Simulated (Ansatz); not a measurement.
C$_{4}$H$_{9}$BF$_{2}$, SMILES `CC(C)CB(F)F`, relaxed with RKS PBE0-D4/def2-TZVP in Ansatz 0.2.0 from a PBE-D4/def2-SVP geometry. The force threshold is 0.005 eV/Å; the program also tests the step.

Total charge 0; spin multiplicity 1.

Start:

```xyz
16

C     0.257   -1.479   -0.261
C    -0.461   -0.123   -0.223
C    -1.744   -0.197    0.613
C     0.481    0.984    0.292
B     1.750    1.270   -0.583
F     2.842    1.852   -0.081
F     1.794    0.982   -1.888
H    -0.406   -2.278   -0.651
H     0.583   -1.783    0.757
H     1.156   -1.446   -0.910
H    -0.746    0.137   -1.268
H    -1.513   -0.451    1.670
H    -2.436   -0.973    0.227
H    -2.287    0.771    0.614
H     0.795    0.779    1.340
H    -0.067    1.955    0.352
```

```csv
step,energy (eV),largest force (eV/Å),largest move (Å)
1,-10401.8630,0.512,0.000
2,-10401.9148,0.201,0.026
3 (rejected),-10401.9139,0.312,0.026
4,-10401.9202,0.046,0.013
5,-10401.9204,0.012,0.004
6,-10401.9205,0.007,0.003
7,-10401.9206,0.015,0.019
8,-10401.9206,0.014,0.009
9 (rejected),-10401.6124,4.015,0.070
10,-10401.9208,0.004,0.018
11,-10401.9208,0.020,0.038
12 (rejected),-10401.9204,0.079,0.014
13,-10401.9208,0.007,0.003
14 (rejected),-10401.9203,0.082,0.005
15,-10401.9208,0.007,0.002
16,-10401.9208,0.005,0.001
```

End:

```xyz
16

C     0.243   -1.480   -0.253
C    -0.452   -0.126   -0.228
C    -1.726   -0.187    0.601
C     0.488    0.960    0.294
B     1.733    1.283   -0.588
F     2.778    1.934   -0.102
F     1.802    0.966   -1.871
H    -0.422   -2.257   -0.639
H     0.546   -1.776    0.757
H     1.135   -1.466   -0.883
H    -0.727    0.131   -1.258
H    -1.498   -0.435    1.643
H    -2.411   -0.950    0.221
H    -2.253    0.771    0.595
H     0.822    0.723    1.311
H    -0.059    1.910    0.400
```

Hardware: 8 threads of an Arm Neoverse V1 on a shared host. Wall time 58 s, peak host memory 0.91 GiB.
